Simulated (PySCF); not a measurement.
Si(H)(Cl)2(NH2) (Cl₂H₃NSi), SMILES N[SiH](Cl)Cl. The structure is a stationary point at PBE-D3(BJ)/def2-SVP. The values are those of a single conformer.

Computed with PBE-D3(BJ)/def2-SVP in PySCF.

Harmonic wavenumbers (cm⁻¹): 132, 186, 241, 288, 412, 494, 564, 694, 806, 867, 885, 1483, 2229, 3484, 3583. Rotational constants (GHz): 4.313, 2.389, 1.671; symmetry number 1.

### Question
Work out the zero-point energy and the ideal-gas rigid-rotor harmonic-oscillator thermochemistry at 298.15 K and 1 atm.

### Answer
ZPE = ½ Σ hcν = ½ × 16349 cm⁻¹ = 97.79 kJ/mol. H − E(el) = 116.14 kJ/mol. Entropy in J/(mol K): translation 168.03, rotation 114.33, vibration 47.72, total 330.08. G − E(el) = 17.73 kJ/mol. Cp = 90.60 J/(mol K). Modes under 150 cm⁻¹ make the vibrational entropy uncertain.
